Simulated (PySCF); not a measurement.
## Assigning NMR signals

Structure with atom numbers: `[CH3:1][O:2][SiH2:3][O:4][C@@H:5]1[CH2:6][C@@H:7]([F:8])[O:9]1` (H(Xn): hydrogen on atom n). Ha(C6) is cis to O4 on the ring; Ha(Si3) is pro-R; Hb(Si3) is pro-S; Hb(C6) is trans to O4 on the ring.

PySCF calculation with coordinates at the GFN2-xTB level and NMR shieldings at PBE0/pcSseg-1/GIAO; equivalent nuclei averaged, relativity neglected, no solvent, one conformer.

δ = σ(ref) − σ, references computed at the same level: ¹³C (σref 186.93) and ¹H (σref 31.72) vs TMS.

**Question.** Assign these signals to the numbered atoms. ¹³C{¹H} NMR (computed): δ 113.9, 100.1, 50.7, 44.8.

**Answer.** 
113.9 → C7, sp3 CH bonded to F and O: 2 electronegative neighbours deshield it
100.1 → C5, sp3 carbon bearing two oxygens: 2 electronegative neighbours deshield it
50.7 → C1, methyl carbon bonded to O: deshielded by the electronegative neighbour
44.8 → C6, sp3 CH2 in a ring: a saturated carbon with 2 carbon neighbours and no heteroatom attached

**Question.** Assign these signals to the numbered atoms. ¹H NMR (600 MHz, computed): δ 6.27 (m, 1H), 6.26 (m, 1H), 5.06 (m, 1H), 4.99 (m, 1H), 3.84 (s, 3H), 2.98 (m, 1H), 2.66 (m, 1H).

**Answer.** 
6.27 → H(C5), hydrogen on an sp3 carbon bearing two oxygens: its carbon carries O, hence the downfield position
6.26 → H(C7), hydrogen on an sp3 CH bonded to F and O: its carbon carries F and O, an electronegative neighbour
5.06 → Ha(Si3), hydrogen on a silicon bonded to 2 O
4.99 → Hb(Si3), hydrogen on a silicon bonded to 2 O
3.84 → H(C1), hydrogen on a methyl carbon bonded to O: its carbon carries O, which withdraws density
2.98 → Hb(C6), hydrogen on an sp3 CH2 in a ring
2.66 → Ha(C6), hydrogen on an sp3 CH2 in a ring

H(C5) and H(C7); Ha(Si3) and Hb(Si3) lie closer than the usual error of such a calculation, so a measured spectrum could show them in the other order.

Splittings by ¹⁹F in the carbon and heteronuclear signals aren't shown, as no couplings were computed. Shifts are as computed. Against solution values, carbons near 30 ppm lie about +3 ppm off and those near 130 ppm about +5 ppm. Of 1309 compounds with measured shifts, 239 miss one by over three times the rms of a fit or turn the order of signals round; such compounds aren't used in these exercises. No couplings were computed; multiplicities are counted from neighbouring protons, with m where these are inequivalent, close in shift, in a saturated or five-membered ring or joined by F or P, and br s for small geminal =CH2 splittings.
